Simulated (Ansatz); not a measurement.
Mulliken charges of C₂H₂F₂Ge (`C#[C][GeH]([F])[F]`) from PBE/def2-TZVPP in Ansatz (PBE0-D4/def2-TZVP geometry).

| atom | x (Å) | y (Å) | z (Å) | charge (e) |
| --- | --- | --- | --- | --- |
| C1 | -0.067 | -0.661 | 1.919 | -0.114 |
| C2 | -0.012 | -0.278 | 0.779 | -0.228 |
| Ge3 | 0.138 | 0.302 | -1.001 | 0.761 |
| F4 | -1.026 | -0.545 | -1.942 | -0.315 |
| F5 | -0.348 | 1.950 | -1.072 | -0.315 |
| H6 | -0.125 | -0.997 | 2.929 | 0.212 |
| H7 | 1.503 | 0.161 | -1.659 | -0.001 |

By hand: the dipole of these point charges (1 e Å = 4.8032 D).

Σ q r = (0.520, -0.286, 0.414) e Å, of length 0.724 e Å = 3.48 D.

How does the dipole of the full density compare? (Best estimate.)

Computed: (0.384, -0.240, 0.387) e Å, 2.86 D; the point charges give 1.22 times that, at 6° from its direction.

Point charges leave out the atoms' own dipoles, such as those of lone pairs, and Mulliken's split depends on the basis, so the two needn't agree.
